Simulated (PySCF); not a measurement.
The scaffold silaethenyl-X carries different groups X. Isolated molecules, 0 K electronic values unless said otherwise. One relaxed conformer stands for each flexible species; it need not be the lowest. Strings in code marks are SMILES.

These are ωB97X-D3(BJ)/def2-TZVP // PBE0-D3(BJ)/def2-TZVP (PySCF) values and carry that method's errors. Delta-SCF ions had no search for a lower state. Excitations are Tamm–Dancoff values on a coarser integration grid. The basis has no diffuse functions, so Rydberg states are missing or too high.

```
species                                                                        vertical ionisation energy (Delta-SCF) (eV)  S1 oscillator strength  HOMO (eV)  brightest of the four lowest singlets (TDA) (eV)  HOMO–LUMO gap (eV)
-----------------------------------------------------------------------------  -------------------------------------------  ----------------------  ---------  ------------------------------------------------  ------------------
X = H                                                                                                                 8.79                   0.362      -8.87                                              5.60                9.66
X = methoxy (`C=[SiH]OC` (C–Si–O–C torsion 0°))                                                                       8.26                   0.051      -8.43                                              5.86               10.18
X = formyl (`[SiH](=C)C=O` (C–Si–C–O torsion 0°))                                                                     8.89                   0.000      -9.09                                              4.65                8.60
X = hydroxymethyl (`C=[SiH]CO` (C–Si–C–O torsion -4°, Si–C–O–H torsion -47°))                                         8.56                   0.339      -8.76                                              5.69                9.84
X = fluoromethyl (`C=[SiH]CF` (C–Si–C–F torsion 128°))                                                                8.74                   0.371      -8.91                                              5.65                9.74
X = AlH2 (`C=[SiH][AlH2]`)                                                                                            8.51                   0.003      -8.82                                              4.38                8.09
```
